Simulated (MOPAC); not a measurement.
MOPAC input (PM6):

```
PM6 PRECISE GNORM=0.05 LET XYZ UHF MS=0.5 GEO-OK AUX(PRECISION=9) THREADS=1
F3Sn

Sn   -0.13533936 1   -0.20004737 1   -0.10239354 1
F    -1.15516598 1    1.43207805 1   -0.02636242 1
F     0.45204154 1   -0.53904553 1    1.70030565 1
F     1.45500976 1    0.21834178 1   -1.10509022 1
```

**Question.** What heat of formation does the run end on?

**Answer.** -167.98 kcal/mol.
